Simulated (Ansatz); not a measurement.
Total energies of H4O3Sn, SMILES `[OH][SnH]([OH])[OH]`.

```xyz
8

O     0.293    0.722    1.642
Sn    0.544    0.078   -0.186
O    -0.752    1.024   -1.300
O     0.023   -1.804   -0.197
H    -0.457    1.318    1.712
H     2.130    0.304   -0.724
H    -1.456    0.444   -1.601
H    -0.323   -2.085    0.655
```

Charge 0, multiplicity 1. Correlated methods include outer-core shells of Sn, which these sets cover unevenly. Sn: def2 effective core potential. All single points use the PBE0-D4/def2-TZVP geometry. It is one conformer, not always the lowest. Basis def2-TZVPP, the Gaussian-basis code of Ansatz.

RPA on PBE orbitals: Hartree–Fock energy of these orbitals -440.35854 Eh, correlation -1.57073 Eh (frozen core).

| functional | kind | energy without D4 (Eh) | D4 term (kJ/mol) |
| --- | --- | --- | --- |
| LDA (SPW92) | LDA | -440.56880 | – |
| revPBE | GGA | -442.50641 | -36.8 |
| BLYP | GGA | -442.44727 | -29.0 |
| B97M-V | meta-GGA with VV10 | -442.46880 | – |
| PBE0 | global hybrid, 25 % exact exchange | -442.29839 | -11.3 |
| B3LYP | global hybrid, 20 % | -442.61099 | -21.7 |
| r2SCANh | meta-GGA hybrid, 10 % | -442.48102 | -3.4 |
| r2SCAN0 | meta-GGA hybrid, 25 % | -442.44092 | -3.8 |
| HSE06 (plane-wave form) | screened hybrid | -442.28668 | -10.6 |
| BHLYP | global hybrid, 50 % | -442.34941 | -17.6 |
| CAM-B3LYP | range-separated hybrid | -442.45203 | -11.6 |
| LC-ωPBE | long-range corrected hybrid | -442.44678 | – |
| B2PLYP | double hybrid | -442.18592 | – |
| PBE-QIDH | double hybrid | -442.07700 | – |

Problem. Give the same for PBE, r2SCAN, ωB97X-V, ωB97M-V. (An estimate is asked.)

Solution. The calculation gave: 
```csv
functional,kind,energy without D4 (Eh),D4 term (kJ/mol)
PBE,GGA,-442.29450,-13.4
r2SCAN,meta-GGA,-442.50877,-3.2
ωB97X-V,range-separated hybrid GGA with VV10,-442.44115,–
ωB97M-V,range-separated hybrid meta-GGA with VV10,-442.41936,–
```

B3LYP takes the VWN-RPA correlation (the form of Gaussian; ORCA's B3LYP/G). HSE06 is the plane-wave form, built on full-range PBE exchange. The double hybrids freeze the cores in their second-order part.

LC-ωPBE has ω = 0.4 bohr⁻¹.
